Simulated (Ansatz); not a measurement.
The first iterations of a band of CH4 + CH4AlClO (13 atoms, charge 0, multiplicity 1).

The calculation used RKS B3LYP/def2-SVP in Ansatz.

```json
{
  "movable images": "7",
  "climbing image": "yes",
  "spring": "5.0 eV/Å²",
  "optimiser": "quadratic models (default)",
  "start path": "through a guess of the saddle point",
  "force threshold": "0.2 eV/Å",
  "iteration limit": "60",
  "end points": "relaxed"
}
```

First end point:

```xyz
13
Properties=species:S:1:pos:R:3
Al 0.012 -1.320 -0.340
Cl 1.192 -1.323 -2.109
C 0.803 -1.169 1.423
O -1.663 -1.580 -0.494
H 0.348 1.482 -1.202
C -0.221 2.116 -0.504
H 1.691 -0.517 1.431
H 0.074 -0.787 2.156
H 1.127 -2.167 1.769
H -2.138 -1.733 -1.317
H -0.245 1.659 0.497
H 0.270 3.097 -0.436
H -1.249 2.241 -0.874
```

Last end point:

```xyz
13
Properties=species:S:1:pos:R:3
Al -0.422 -0.357 0.148
Cl 1.513 -0.460 -2.114
C 0.841 -1.088 1.450
O -1.610 -1.466 -0.419
H 1.411 0.819 -2.269
C -0.628 1.574 -0.205
H 1.824 -0.587 1.421
H 0.450 -0.968 2.477
H 1.003 -2.167 1.292
H -2.342 -1.246 -1.001
H -1.321 2.026 0.528
H 0.325 2.124 -0.104
H -1.045 1.797 -1.203
```

| iteration | highest image above the first end (eV) | largest band force component (eV/Å) |
| --- | --- | --- |
| 1 | 2.631 | 2.873 |
| 2 | 2.194 | 1.249 |
| 3 | 2.154 | 1.153 |

Does the band converge within its limit, and where does its top end?

It converged. It ended after 10 iterations with the highest image 2.078 eV above the first end. The threshold of 0.2 eV/Å is loose, so the images may lie well off the minimum-energy path. The order of the stationary point at the top wasn't checked. The orbitals stay closed-shell, which can raise the energy where a bond breaks towards radicals; this wasn't checked here.

Time of the run: 2.5 min on 2 threads of Intel(R) Xeon(R) 6975P-C (Granite Rapids) (shared host), peak memory 0.3 GiB.
